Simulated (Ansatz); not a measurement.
Relaxation of CH$_{4}$AlClS (8 atoms, charge 0, multiplicity 1), to a largest force component of 0.015 eV/Å in at most 40 steps.

The calculation used Ansatz 0.2.0, RKS PBE0-D4/def2-SVP.

```xyz
8
Properties=species:S:1:pos:R:3
C -0.225 1.216 -0.237
Al -0.258 -0.730 -0.152
S 0.385 -1.758 1.738
Cl -0.801 -1.914 -1.905
H -1.304 1.603 -0.475
H 0.071 1.697 0.717
H 0.429 1.599 -1.057
H 1.796 -1.769 1.315
```

**Question.** Where does it end, and by what steps?

**Answer.** It converged. After 15 steps the energy has fallen by 0.556 eV; H8 moved furthest, 1.22 Å.

```
step  energy less start (eV)  largest force component (eV/Å)  accepted
   0                  0.0000                           2.253       yes
   1                 -0.2768                           0.689       yes
   2                 -0.3022                           0.159       yes
   3                 -0.3037                           0.016       yes
   4                 -0.3040                           0.032       yes
   5                 -0.3059                           0.461       yes
   6                 -0.3162                           0.721       yes
   7                 -0.3843                           0.438       yes
   8                 -0.4543                           0.435       yes
   9                 -0.5172                           0.237       yes
  10                 -0.5457                           0.180       yes
  11                 -0.5459                           0.179       yes
  12                 -0.5540                           0.078       yes
  13                 -0.5545                           0.100       yes
  14                 -0.5554                           0.017       yes
  15                 -0.5555                           0.009       yes
```

```xyz
8
Properties=species:S:1:pos:R:3
C -0.333 1.327 -0.266
Al 0.082 -0.556 -0.104
S 0.937 -1.404 1.714
Cl -0.284 -1.894 -1.695
H -1.422 1.473 -0.358
H 0.015 1.907 0.603
H 0.125 1.753 -1.173
H 0.972 -2.663 1.225
```

Whether the end is a true minimum wasn't checked by a vibrational analysis.

Run time: 2.3 min on 1 thread of Intel(R) Xeon(R) Processor @ 2.50GHz (Skylake/Cascade Lake) (shared host), peak memory 0.19 GiB.
